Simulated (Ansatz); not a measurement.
Geometry optimisation, RKS PBE-D4/def2-SVP (Ansatz 0.2.0).

Input:

```yaml
crystal:
  periodic: [false, false, false]
  atoms:
    - { symbol: "N", position_ang: [-1.5184, 0.753, 1.1145] }
    - { symbol: Si, position_ang: [-0.1106, -0.1772, 1.4552] }
    - { symbol: Si, position_ang: [1.2828, -0.0823, -0.2823] }
    - { symbol: B, position_ang: [0.4579, -0.8563, -1.8602] }
    - { symbol: "N", position_ang: [0.7031, 0.6203, -1.7465] }
    - { symbol: H, position_ang: [-1.68754, 1.48184, 1.90734] }
    - { symbol: H, position_ang: [-2.36233, 0.14188, 1.16098] }
    - { symbol: H, position_ang: [-0.4582, -1.5555, 1.6829] }
    - { symbol: H, position_ang: [0.5576, 0.3724, 2.7002] }
    - { symbol: H, position_ang: [2.6773, -0.6423, -0.234] }
    - { symbol: H, position_ang: [-0.1221, -1.7732, -2.4071] }
    - { symbol: H, position_ang: [-0.1813, 1.113, -1.4909] }
basis:
  gaussian: { orbitals: def2-SVP }
hamiltonian:
  xc: pbe
  dispersion: d4
relax:
  f_tol: 0.015
  max_steps: 40
```

Run as:

```bash
$ ansatz run input.yaml --threads 2 --pin off --max-ram 3072MiB --backend cpu --events-out ev --progress --plain --runs-dir out
```

Problem. Where does it end, and by what steps?

Solution. The forces met the threshold. After 39 steps the energy has fallen by 1.914 eV; H8 moved furthest, 1.41 Å.

```csv
step,energy less start (eV),largest force component (eV/Å),accepted
0,0.0000,2.301,yes
2,-1.3497,1.442,yes
4,-1.7320,1.050,yes
6,-1.7939,0.301,yes
8,-1.8334,0.630,yes
10,-1.8600,0.286,yes
12,-1.8705,0.147,yes
14,-1.8738,0.076,yes
16,-1.8749,0.060,yes
18,-1.8758,0.032,yes
20,-1.8765,0.049,yes
22,-1.8791,0.174,yes
24,-1.8822,0.096,yes
26,-1.8864,0.190,yes
28,-1.8956,0.178,yes
30,-1.9064,0.134,yes
32,-1.9072,0.080,yes
34,-1.9128,0.058,yes
36,-1.9139,0.034,yes
38,-1.9143,0.016,yes
39,-1.9144,0.006,yes
```

```xyz
12
Properties=species:S:1:pos:R:3
N -1.704 0.276 1.292
Si -0.032 -0.019 1.727
Si 0.981 -0.705 -0.271
B 0.065 -0.537 -2.009
N 0.831 0.529 -1.591
H -2.314 0.731 1.977
H -2.208 -0.484 0.826
H 0.246 -1.055 2.803
H 0.518 1.284 2.250
H 2.382 -1.251 -0.136
H -0.618 -0.840 -2.959
H 1.091 1.467 -1.908
```

Whether the end is a true minimum wasn't checked by a vibrational analysis.

Time of the run: 75 s on 2 threads of AMD EPYC 7B13 (Zen 3) (shared host), peak memory 0.17 GiB.
